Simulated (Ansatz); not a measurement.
The same ligand exchange along the group Si, Ge, Sn.

Gas-phase electronic energies from Ansatz, PBE0-D4/def2-TZVP geometries. CBS: MP2 limit from def2 TZ/QZ plus the TZ coupled-cluster correction, frozen cores. This one scheme is used for every species. Functionals use def2-TZVPP. Elements past krypton have def2 core potentials. For Br, Ge, Sn outer-core shells are correlated without core-valence functions, which leaves a few kJ/mol of doubt a bond. Scalar relativity is left out up to krypton. One conformer a species, not always the lowest.

```csv
reaction,LDA (SPW92) (kJ/mol),HF/CBS(def2) (kJ/mol),r2SCAN-D4 (kJ/mol),CCSD(T)/CBS(def2) (kJ/mol)
`O[Si]Br` + H₂S → `O[Si]S` + HBr,45,58,49,50
`[OH][Ge][Br]` + H₂S → `[OH][Ge][SH]` + HBr,38,53,42,43
`[OH][Sn][Br]` + H₂S → `[OH][Sn][SH]` + HBr,41,61,48,50
```

Largest T1 diagnostic: 0.017, for `[OH][Sn][SH]`.
